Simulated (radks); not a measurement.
Excited configurations of Sc: one electron is placed in a higher orbital outside [Ar] 3d1 4s1. The ground configuration is [Ar] 3d1 4s2. Calculated with a radial shooting solver on a logarithmic mesh with Libxc functionals: non-relativistic Kohn-Sham, PBE, spin-unpolarised, spherical densities, point nucleus. Excitation = E - E(ground); binding = E(ion) - E, where the ion is the core of charge +1; n* = 1/sqrt(2 binding) in atomic units, and the quantum defect is n - n*.

outer orbital  excitation (eV)  binding (eV)  quantum defect  eigenvalue (eV)
4p                       2.732         4.121           2.183           -2.036
4f                       5.932         0.922           0.158           -0.430
5d                       5.829         1.024           1.356           -0.573
5f                       6.211         0.642           0.397           -0.367
6s                       5.604         1.249           2.700           -0.770
6p                       5.849         1.004           2.319           -0.619
6d                       6.173         0.680           1.526           -0.420
7s                       6.066         0.787           2.843           -0.510
7p                       6.190         0.663           2.470           -0.427
7d                       6.372         0.481           1.682           -0.313

The Delta-SCF ionisation energy is 6.853 eV (NIST Atomic Spectra Database: 6.561 eV, measured). Self-interaction in the functional shifts the binding energies and quantum defects, so they are the method's values and not measured ones. Spin polarisation and multiplet splitting are left out, so open shells lie too high by an amount that depends on their filling.

Beside tabulated values, note that spin-unpolarised runs miss the spin-polarisation part of the exchange energy of open shells.
